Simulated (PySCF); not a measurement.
# Reading the logs of faulty runs: AlBH3O2 cation

Calculated results; nothing here was measured. The program is PySCF 2.14.0, an open-source quantum chemistry code, run on an isolated molecule that a program drew, which may never have been made. The molecule is AlBH3O2 cation (charge +1, singlet), drawn as the SMILES string `[BH+][O][AlH][OH]`.

Each row is a Hartree-Fock (HF) and frozen-core CCSD(T) single point in the cc-pV(D+d)Z basis, meant for a local HF minimum. Run 1 is clean. Each other run has one planted mistake out of seven kinds, and not every kind appears here: one electron removed, one electron added, multiplicity raised by two, geometry at a saddle point, minimal basis STO-3G, one bond length entered in bohr, all coordinates scaled. The reference is restricted for singlets and unrestricted otherwise, and also for a bond in bohr. Adding or removing an electron swaps singlet and doublet. Electrons count all cores. HOMO and LUMO are orbital energies over both spins, the gradient is its largest component, and the lowest frequency (negative if imaginary) is given only where the gradient is small. Bond lengths are over the 6 bonds as drawn. T1 is the CCSD diagnostic: over 0.02 (restricted) or 0.045 (unrestricted) a single reference is doubtful.

Geometry of the clean run:
```xyz
7
AlBH3O2 cation, angstrom
B     0.4922   -0.7051   -1.7859
O    -0.0214   -1.6898   -1.2966
Al   -0.5700   -3.1986   -0.3836
O     0.6220   -3.5077    0.6992
H     0.9794    0.2447   -2.2634
H    -1.9328   -3.7278   -0.8672
H     0.8704   -4.1080    1.3827
```

```
run  electrons  basis functions  <S^2>  HOMO (eV)  LUMO (eV)  gradient (hartree/bohr)  lowest frequency (cm^-1)  mean bond (Å)  longest bond (Å)      T1  HF (hartree)  CCSD(T) (hartree)                     mistake
  1         36               80  0.000     -17.78      -2.78                  9.0e-06                        94         1.3921             1.847  0.0174    -417.98534         -418.51002                    no fault
  2         37               80  0.764      -3.99       1.98                  1.4e-01                         -         1.3921             1.847  0.0497    -418.10588         -418.64851          one electron added
  3         36               80  2.002     -10.28      -8.11                  8.7e-02                         -         1.3921             1.847  0.0631    -417.73085         -418.24655  multiplicity raised by two
  4         36               80  0.000     -17.93      -5.20                  3.1e-02                         -         1.6659             3.490  0.0203    -417.90587         -418.44177                           ?
  5         36               80  0.000     -17.48      -2.91                  5.0e-02                         -         1.4547             1.930  0.0198    -417.97107         -418.50493                           ?
```

**Which mistake was planted in run 4, and what did it cost?**

The mean bond changes by a factor of 1.197 and the longest by 1.890, so the molecule wasn't scaled as a whole. A length L in bohr read as angstrom grows by (1/0.5292 - 1) L = 0.890 L. The 6 bonds together grew by 6 x 0.2738 = 1.643 Å, which gives L = 1.846 Å. That is bond O2-Al3, 1.847 Å in the clean geometry. So the mistake is: one bond length entered in bohr. Subtracting run 1 and multiplying by 627.51 kcal/mol a hartree, the energy moved by 49.9 kcal/mol in HF and 42.8 kcal/mol in CCSD(T).

**Which mistake was planted in run 5, and what did it cost?**

The mean and the longest bond both change by the same factor, 1.045, and the gradient is no longer small. So the mistake is: all coordinates scaled. Subtracting run 1 and multiplying by 627.51 kcal/mol a hartree, the energy moved by 9.0 kcal/mol in HF and 3.2 kcal/mol in CCSD(T).

Cautions from the logs. Run 2: T1 is over the limit, so its CCSD(T) energy is less reliable; run 3: T1 is over the limit, so its CCSD(T) energy is less reliable.
